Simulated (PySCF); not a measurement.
Molecule: SMILES C(CB)(=C)C=C, C₅H₉B.

Numbering as in the mapped SMILES `[BH2:1][CH2:2][C:3](=[CH2:4])[CH:5]=[CH2:6]` (H(Xn): hydrogen on atom n). Ha(C4) is cis to C2; Ha(C6) is cis to C3; Hb(C4) is trans to C2; Hb(C6) is trans to C3.

Spin–spin couplings on one PBE0-D3(BJ)/def2-SVP geometry, PySCF 2.14, gas phase, non-relativistic, equivalent pairs averaged (spin–dipole term only in couplings to heteroatoms); isotopes $^{13}$C, $^{1}$H, $^{11}$B; basis pcJ-1.

**Question.** How do the couplings (Hz) change with the functional? Times are CPU seconds on 1 thread of an Arm Neoverse V1, shared host.

**Answer.** 
```
functional  functions  $^{1}J$(C6,Hb(C6))  $^{1}J$(C4,Ha(C4))  $^{1}J$(C4,Hb(C4))  $^{1}J$(C5,H(C5))  $^{1}J$(C6,Ha(C6))  $^{1}J$(B1,H(B1))  $^{1}J$(C2,H(C2))  core-s
       LDA        252               134.1               129.4               129.3              125.3               124.1              106.2               93.8      27
       PBE        252               157.6               152.9               152.7              148.1               147.3              128.3              111.6      38
       KT2        252               169.8               164.0               162.9              157.4               156.5              132.9              116.7      38
      PBE0        252               163.5               159.0               158.4              153.7               153.0              130.0              115.1      45
     B97-2        252               156.9               152.9               152.4              146.9               147.2              132.7              108.9      43
``` Left out for a near triplet instability: HF/pcJ-1.
